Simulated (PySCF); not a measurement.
## Computed properties of C3H11NSi2, SMILES [SiH2](CC(=C)[SiH3])N

C3H11NSi2, SMILES C=C([SiH3])C[SiH2]N. The structure is a stationary point at PBE0-D3(BJ)/def2-SVP. This is a generated structure with no PubChem entry under its InChIKey; it may be hypothetical. One conformer was computed; it need not be the lowest. All values are computed for the isolated molecule unless a solvent is named; none is compared with measurement here.

**Structure.** All 45 harmonic modes at PBE0-D3(BJ)/def2-SVP (PySCF) are real, so it is a minimum. With heavy atoms numbered as in [CH2:1]=[C:2]([SiH3:3])[CH2:4][SiH2:5][NH2:6], the shortest bond between them is C1–C2 at 1.343 Å and the longest C4–Si5 at 1.893 Å.

**Vibrations.** The strongest infrared lines (harmonic, unscaled, degenerate partners summed) lie at 913 cm⁻¹ (399 km/mol, H 85 %, Si 11 %), 403 cm⁻¹ (189 km/mol, H 80 %, N 19 %), 2181 cm⁻¹ (120 km/mol, H 97 %). The softest mode is at 57 cm⁻¹ and the zero-point energy is 80.6 kcal/mol.

**Electronic structure.** HF/def2-TZVP (PySCF) places the frontier levels at -9.48 and 3.21 eV, a gap of 12.69 eV, and gives a dipole moment of 1.41 D. PBE/def2-TZVP (PySCF) at the same geometry gives -5.87 and -1.31 eV, so its gap is 8.13 eV narrower. An orbital gap is neither the optical nor the fundamental gap.

**Excitations.** TDA-PBE0/def2-SVPD (PySCF) has S1 at 6.02 eV (206 nm, f = 0.055, bright); the most intense of the 6 singlets computed lies at 6.89 eV (f = 0.25). T1 (TDA) is at 3.93 eV, 2.09 eV under S1. TDA-PBE/def2-SVPD (PySCF) puts S1 at 4.73 eV. No vertical singlet excitation falls in the visible range (under 3.1 eV).

**NMR.** GIAO shifts at PBE0/pcSseg-1 (PySCF) (non-relativistic, atoms alike by connectivity averaged): ¹³C from 27.5 to 147.6 ppm against TMS; ¹H from 0.3 to 6.2 ppm against TMS; ²⁹Si from -61.0 to -27.9 ppm against TMS.
